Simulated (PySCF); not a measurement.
Compound: C₄H₁₃NSi₄.
Bonds: C1–C2 (triple), C2–Si3, Si3–N4, N4–C5, N4–C6, Si3–Si7, Si7–Si8, Si8–Si9, Si3–Si9. Hydrogens: H10 on C1; H11, H12, H13 on C5; H14, H15, H16 on C6; H17, H18 on Si7; H19, H20 on Si8; H21, H22 on Si9.

The same species was optimised twice, with GFN2-xTB and with PBE0-D3(BJ)/def2-SVP (PySCF), and the same property calculations (PySCF, gas phase) were run on both structures.

```csv
coordinate,GFN2-xTB,PBE0-D3(BJ)/def2-SVP,change
C2–Si3 (Å),1.856,1.833,-0.023
Si8–Si9 (Å),2.354,2.372,+0.018
Si3–Si9 (Å),2.366,2.383,+0.017
C1≡C2 (Å),1.203,1.218,+0.015
Si7–Si8 (Å),2.357,2.372,+0.015
Si3–Si7 (Å),2.389,2.397,+0.008
N4–C6 (Å),1.437,1.441,+0.004
N4–C5 (Å),1.440,1.442,+0.002
Si3–N4 (Å),1.736,1.737,+0.001
C2–Si3–N4 (°),102.5,109.3,+6.8
C2–Si3–Si7 (°),115.1,109.8,-5.3
C2–Si3–Si9 (°),115.8,111.4,-4.4
N4–Si3–Si9 (°),113.8,116.0,+2.2
C5–N4–C6 (°),112.2,114.3,+2.1
Si3–Si7–Si8 (°),88.5,89.5,+1.0
Si7–Si8–Si9 (°),91.7,90.8,-0.9
Si7–Si3–Si9 (°),90.6,89.9,-0.7
C2–Si3–N4–C5 (°),-37,-36,+1
```

Rotational constants: A = 1067, B = 611.0, C = 556.2 MHz (GFN2-xTB) against A = 1031, B = 622.1, C = 554.3 MHz (PBE0-D3(BJ)/def2-SVP). Point groups within 0.08 Å: C1 and C1.

On the GFN2-xTB structure: HOMO (eV) -6.17 [PBE0/pcSseg-1]; LUMO (eV) -1.68 [PBE0/pcSseg-1]; dipole (D) 1.36 [PBE0/pcSseg-1]; GIAO shielding of C1 (ppm) 77.1 [PBE0/pcSseg-1]; GIAO shielding of C2 (ppm) 97.3 [PBE0/pcSseg-1]; GIAO shielding of Si3 (ppm) 352.1 [PBE0/pcSseg-1]; GIAO shielding of N4 (ppm) 243.9 [PBE0/pcSseg-1]; GIAO shielding of C5/C6 (mean) (ppm) 145.7 [PBE0/pcSseg-1]; GIAO shielding of Si7/Si9 (mean) (ppm) 432.1 [PBE0/pcSseg-1]; GIAO shielding of Si8 (ppm) 467.7 [PBE0/pcSseg-1].

Problem. What do these properties become on the PBE0-D3(BJ)/def2-SVP structure?

Solution. 
```csv
property,level,on GFN2-xTB,on PBE0-D3(BJ)/def2-SVP,change
HOMO (eV),PBE0/pcSseg-1,-6.17,-6.15,+0.02
LUMO (eV),PBE0/pcSseg-1,-1.68,-1.43,+0.25
dipole (D),PBE0/pcSseg-1,1.36,1.42,+0.06
"energy, GFN2-xTB geometry as zero (kcal/mol)",PBE0/pcSseg-1,0.0,-3.7,-3.7
GIAO shielding of C1 (ppm),PBE0/pcSseg-1,77.1,72.2,-4.9
GIAO shielding of C2 (ppm),PBE0/pcSseg-1,97.3,97.1,-0.2
GIAO shielding of Si3 (ppm),PBE0/pcSseg-1,352.1,363.6,+11.5
GIAO shielding of N4 (ppm),PBE0/pcSseg-1,243.9,246.6,+2.7
GIAO shielding of C5/C6 (mean) (ppm),PBE0/pcSseg-1,145.7,145.3,-0.4
GIAO shielding of Si7/Si9 (mean) (ppm),PBE0/pcSseg-1,432.1,424.0,-8.1
GIAO shielding of Si8 (ppm),PBE0/pcSseg-1,467.7,463.4,-4.3
```

The heavy atoms differ by 0.105 Å rms after alignment. Among bonds between heavy atoms C2–Si3 changes most (-0.023 Å). Changes are differences of the printed values. Neither structure is proved a minimum here.

Shape of the structure used: `[CH:1]#[C:2][Si:3]1([N:4]([CH3:5])[CH3:6])[SiH2:7][SiH2:8][SiH2:9]1`: C2–Si3–N4–C5 -36°.
